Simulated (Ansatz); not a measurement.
Start from `B[SiH]([SiH3])[SiH3]` and change one atom or group to get `C[SiH]([SiH3])[SiH3]`.

Ansatz, PBE0-D4/def2-TZVP geometries, multiplicity 1. 

| property | `B[SiH]([SiH3])[SiH3]` |
| --- | --- |
| ideal-gas entropy at 298 K and 1 bar (rigid rotor, harmonic PBE0-D4/def2-TZVP) / J/(mol·K) | 401 |
| LUMO energy (PBE/def2-TZVPP) / eV | -3.45 |
| LUMO energy (ωB97M-V/def2-TZVPP) / eV | -0.66 |
| HOMO energy (B3LYP/def2-TZVPP) / eV | -7.82 |
| HOMO energy (PBE0/def2-TZVPP) / eV | -8.01 |
| LUMO energy (B3LYP/def2-TZVPP) / eV | -2.71 |

Q: What does the change do to each property? (An estimate is asked.)

A: The calculation gave: 
| property | `C[SiH]([SiH3])[SiH3]` | shift |
| --- | --- | --- |
| ideal-gas entropy at 298 K and 1 bar (rigid rotor, harmonic PBE0-D4/def2-TZVP) / J/(mol·K) | 392 | -9 |
| LUMO energy (PBE/def2-TZVPP) / eV | -1.05 | 2.40 |
| LUMO energy (ωB97M-V/def2-TZVPP) / eV | 1.42 | 2.08 |
| HOMO energy (B3LYP/def2-TZVPP) / eV | -7.53 | 0.29 |
| HOMO energy (PBE0/def2-TZVPP) / eV | -7.72 | 0.29 |
| LUMO energy (B3LYP/def2-TZVPP) / eV | -0.41 | 2.30 |

With PBE0 the HOMO rises by 0.29 eV and the LUMO rises by 2.28 eV, so the gap widens by about 1.99 eV. PBE moves the HOMO by 0.23 eV and ωB97M-V by 0.29 eV. The zero-point energy changes by 43.4 kJ/mol with +3 modes. Modes under 60 cm⁻¹, often nearly free rotors, make the harmonic entropy too high.

Positive LUMOs are unbound, so they and the gaps depend on the basis.

B3LYP here is the variant with VWN-RPA as its local correlation; programs differ in this.
